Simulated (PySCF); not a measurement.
## Ionisation energy of Ba by level of theory

Ba [Xe] 6s2 (1S) → Ba⁺ [Xe] 6s1 (2S), as a difference of total energies. Computed with PySCF 2.14 in aug-cc-pVQZ-X2C, with scalar relativity by spin-free X2C-1e. Correlated levels: valence: [Xe] frozen. The calculations carry no spin-orbit coupling.

```
           method  ionisation energy (eV)
              UHF                   4.274
    MP2 (valence)                   4.755
SCS-MP2 (valence)                   4.851
   CCSD (valence)                   4.923
```

Errors of the correlated levels include the incompleteness of this basis and the frozen core.

With two correlated electrons CCSD is exact in that space.

Which method comes closest to the reference value, and which is furthest?

The reference is 5.212 eV (measured; NIST Atomic Spectra Database, ionization energies). Closest: CCSD (valence) (error -0.289 eV); furthest: UHF (error -0.938 eV).
